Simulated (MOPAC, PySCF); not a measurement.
Dissociation curve of MgCl, doublet.

- PM6, unrestricted, heats of formation (MOPAC)
- UKS-r2SCAN = unrestricted r2SCAN/cc-pVDZ in PySCF
- UKS-B3LYP/3-21G = unrestricted B3LYP/3-21G (PySCF)
- UCCSD(T) = CCSD(T) on UHF/cc-pVDZ, 6 core orbitals frozen in PySCF 2.14.0

Energies relative to the lowest point of each curve near equilibrium, in mEh:

| R / Å | PM6 | UKS-r2SCAN | UKS-B3LYP/3-21G |
|---|---|---|---|
| 1.77 | 79.7 | 84.0 | 105.1 |
| 1.90 | 34.8 | 35.2 | 49.1 |
| 2.07 | 6.4 | 6.4 | 12.6 |
| 2.14 | 1.7 | 1.8 | 5.5 |
| 2.21 | 0.0 | 0.0 | 1.5 |
| 2.28 | 0.6 | 0.3 | 0.0 |
| 2.37 | 4.1 | 3.1 | 0.8 |
| 2.44 | 8.4 | 6.5 | 2.9 |
| 2.54 | 16.2 | 12.6 | 7.6 |
| 2.75 | 35.9 | 28.1 | 20.9 |
| 3.02 | 61.6 | 48.7 | 39.4 |
| 3.32 | 85.5 | 68.7 | 57.1 |

Question: Predict the corresponding UCCSD(T) column.

Answer: 1.77: 87.6; 1.90: 37.0; 2.07: 6.8; 2.14: 1.9; 2.21: 0.0; 2.28: 0.3; 2.37: 3.2; 2.44: 6.9; 2.54: 13.5; 2.75: 30.3; 3.02: 53.1; 3.32: 75.7 (mEh).

The scan ran from 1.77 to 8.85 Å; beyond the distances shown one of the unrestricted levels run for this scan, shown here or not, changes its spin distribution in one step.
